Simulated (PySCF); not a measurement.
Mapped SMILES: `[CH2:1]=[CH:2]/[CH:3]=[CH:4]\[N:5]([SiH3:6])[SiH3:7]`. Each H is labelled by its parent atom. Ha(C1) is cis to C3; Hb(C1) is trans to C3.

GIAO PBE0/pcSseg-1 shifts (PySCF 2.14, gas phase, non-relativistic, equivalent atoms averaged), each against references optimised in the same way as the molecule (TMS, NH3).

On the GFN2-xTB geometry: C4 144.3, C2 139.9, C3 121.5, C1 118.6, N5 50.7, Si6/Si7 -44.9, H(C2) 6.90, H(C4) 5.98, H(C3) 5.60, Ha(C1) 5.31, Hb(C1) 5.25, H(Si6)/H(Si7) 4.82 ppm.

**Question.** What changes on the PBE0-D3(BJ)/def2-SVP geometry?

**Answer.** 
```csv
atoms,δ (ppm),change
C4,144.0,-0.3
C2,139.3,-0.6
C3,123.4,+1.9
C1,120.8,+2.2
N5,55.0,+4.3
Si6/Si7,-39.6,+5.3
H(C2),6.89,-0.01
H(C4),5.83,-0.15
H(C3),5.48,-0.12
Ha(C1),5.27,-0.04
Hb(C1),5.28,+0.03
H(Si6)/H(Si7),4.79,-0.03
```

Bonds between heavy atoms that differ most (equivalent bonds averaged): C4–N5 1.388 → 1.404 Å, N5–Si6 1.748 → 1.764 Å, C1–C2 1.331 → 1.342 Å, C3–C4 1.341 → 1.351 Å, C2–C3 1.439 → 1.449 Å. Mean change of bonds to hydrogen: C–H +0.014 Å, Si–H +0.030 Å.
